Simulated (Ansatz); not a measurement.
Mulliken charges of H5OSSi2 (`O[SiH2]S[SiH2]`) radical from ωB97M-V/def2-TZVPP in Ansatz (PBE0-D4/def2-TZVP geometry).

```
atom   x (Å)   y (Å)   z (Å)  charge (e)
  O1  -0.385   1.721  -1.014      -0.362
 Si2  -1.121   0.633  -0.034       0.396
  S3  -0.625  -1.395  -0.518      -0.245
 Si4   1.124  -1.529   0.689       0.106
  H5   0.573   1.717  -1.051       0.180
  H6  -0.753   0.852   1.389      -0.034
  H7  -2.569   0.796  -0.267      -0.017
  H8   1.868  -0.232   0.667      -0.025
  H9   1.978  -2.610   0.122       0.000
```

By hand: the dipole of these point charges (1 e Å = 4.8032 D).

Σ q r = (0.093, 0.080, 0.305) e Å, of length 0.329 e Å = 1.58 D.

How does the dipole of the full density compare? (Best estimate.)

Computed: (0.256, 0.060, 0.152) e Å, 1.46 D; the point charges give 1.08 times that, at 41° from its direction.

Point charges leave out the atoms' own dipoles, such as those of lone pairs, and Mulliken's split depends on the basis, so the two needn't agree.
